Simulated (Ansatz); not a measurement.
`C=C[SiH2]Cl` → `C=CCl` + `[SiH2]` at 500 K and 1 bar (silylene formation by 1,1-elimination).

Computed with Ansatz on PBE0-D4/def2-TZVP structures; ΔE is electronic, products minus reactants. CBS: MP2 limit from def2 TZ/QZ plus the TZ coupled-cluster correction, frozen cores. This one scheme is used for every species. Each species was taken in one conformer, which may not be the lowest.

```json
{"species": "`C=C[SiH2]Cl`", "CCSD(T)/CBS energy (Eh)": "-827.99751", "H − E (kJ/mol)": "199.4", "S (J/(mol·K))": "373.3"}
{"species": "`C=CCl`", "CCSD(T)/CBS energy (Eh)": "-537.65823", "H − E (kJ/mol)": "136.9", "S (J/(mol·K))": "295.8"}
{"species": "`[SiH2]`", "CCSD(T)/CBS energy (Eh)": "-290.19011", "H − E (kJ/mol)": "48.0", "S (J/(mol·K))": "226.5"}
```

H − E and S are ideal-gas, rigid-rotor, harmonic terms from PBE0-D4/def2-TZVP, for one conformer and one mirror image of each species. 1 Eh = 2625.50 kJ/mol, R = 8.31446 J/(mol·K).

Problem. By hand: ΔE, ΔH, ΔS and ΔG.

Solution. ΔE = (-537.65823) + (-290.19011) − (-827.99751) = 0.14917 Eh = 391.6 kJ/mol. Δ(H − E) = 136.9 + 48.0 − 199.4 = -14.5, so ΔH = 377.1 kJ/mol. ΔS = 295.8 + 226.5 − 373.3 = 149.0 J/(mol·K). ΔG = 377.1 − 500 × (149.0)/1000 = 302.6 kJ/mol.

Problem. By hand: the equilibrium constant, and the temperature at which ΔG would vanish if ΔH and ΔS stayed fixed.

Solution. log₁₀ K = −ΔG/(RT ln 10) = -31.6. ΔG = 0 at ΔH/ΔS = 2531 K, far beyond where these terms or the molecules hold.

The number of gas molecules changes by +1, which sets the sign of ΔS. A doubt of 5 kJ/mol in ΔE shifts log₁₀ K by 0.5 here. Other conformers and mirror images would add mixing entropy, several J/(mol·K) or more a flexible species. These are equilibria of isolated gas molecules and say nothing of rates. Largest T1 diagnostic: 0.014 (customary marks: 0.02 for closed shells, 0.045 for open ones).
